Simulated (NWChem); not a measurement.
System meant: Si$_{2}$H$_{4}$OClF; SMILES F[Si@@H](Cl)[SiH2]O

The following NWChem deck was run.

```
start job
memory heap 200 mb stack 900 mb global 1100 mb
geometry units angstroms noautoz
  O      1.097762     2.275085     0.181914
  Si    -0.404102     1.709645    -0.272843
  Si    -0.503609    -0.519655     0.453767
  F     -1.607648    -1.383395    -0.366344
  Cl     1.378256    -1.261730    -0.029110
  H      1.833428     1.679472    -0.000028
  H     -0.617956     1.710751    -1.753789
  H     -1.419175     2.580615     0.378640
  H     -0.722505    -0.787823     1.900442
end
basis spherical
  * library def2-svp
end
dft
  xc xpbe96 cpbe96
  iterations 4
  mulliken
end
task dft energy
```

End of the output:

```
    Atom       Charge   Shell Charges
 -----------   ------   -------------------------------------------------------
    1 O    8     8.21   1.97  0.88  0.60  2.72  2.02  0.01
    2 Si  14    13.66   2.00  1.93  0.68  0.36  5.81  1.31  1.17  0.41
    3 Si  14    13.72   2.00  1.93  0.73  0.37  5.81  1.25  1.08  0.55
    4 F    9     9.17   1.98  1.02  0.77  3.19  2.21  0.01
    5 Cl  17    17.05   2.00  1.96  1.06  0.80  5.82  2.26  3.14  0.02
    6 H    1     0.92   0.55  0.19  0.19
    7 H    1     1.09   0.64  0.42  0.03
    8 H    1     1.08   0.64  0.42  0.02
    9 H    1     1.09   0.65  0.42  0.03

 center of mass
 --------------
 x =   0.01729465 y =  -0.10922542 z =  -0.01642081

 moments of inertia (a.u.)
 ------------------
        1052.900258039959          -0.000000000000           0.000000000000
          -0.000000000000         604.983966910155           0.000000000000
           0.000000000000           0.000000000000        1535.666207391023

     Multipole analysis of the density
     ---------------------------------

     L   x y z        total         alpha         beta         nuclear
     -   - - -        -----         -----         ----         -------
     0   0 0 0     -0.000000    -33.000000    -33.000000     66.000000

     1   1 0 0      0.094711      0.047355      0.047355      0.000000
     1   0 1 0      0.144358      0.072179      0.072179      0.000000
     1   0 0 1      0.092650      0.046325      0.046325     -0.000000

     2   2 0 0    -36.665464   -156.137974   -156.137974    275.610484
     2   1 1 0     -1.039158      1.896985      1.896985     -4.833128
     2   1 0 1     -1.235992      0.196082      0.196082     -1.628156
     2   0 2 0    -41.973518   -276.497006   -276.497006    511.020494
     2   0 1 1     -1.344369      2.930119      2.930119     -7.204608
     2   0 0 2    -37.620123    -39.991285    -39.991285     42.362446

 ------------------------------------------------------------------------
 dft energy failed                                                                                  0
 ------------------------------------------------------------------------
 ------------------------------------------------------------------------
  current input line :
    22: task dft energy
 ------------------------------------------------------------------------
 ------------------------------------------------------------------------
 This type of error is most commonly associated with calculations not reaching convergence criteria
 ------------------------------------------------------------------------
 For more information see the NWChem manual at https://nwchemgit.github.io

0:dft energy failed:Received an Error in Communication
```

Problem. Can this run be used? If not, why, and what is the fix?

Solution. The run did not converge; its last values are not results. Cause: the SCF was allowed too few iterations. This input runs:
```
start job
memory heap 200 mb stack 900 mb global 1100 mb
geometry units angstroms noautoz
  O      1.097762     2.275085     0.181914
  Si    -0.404102     1.709645    -0.272843
  Si    -0.503609    -0.519655     0.453767
  F     -1.607648    -1.383395    -0.366344
  Cl     1.378256    -1.261730    -0.029110
  H      1.833428     1.679472    -0.000028
  H     -0.617956     1.710751    -1.753789
  H     -1.419175     2.580615     0.378640
  H     -0.722505    -0.787823     1.900442
end
basis spherical
  * library def2-svp
end
dft
  xc xpbe96 cpbe96
  iterations 150
  mulliken
end
task dft energy
```
It converges to -1215.65956 Ha (PBE/def2-SVP).
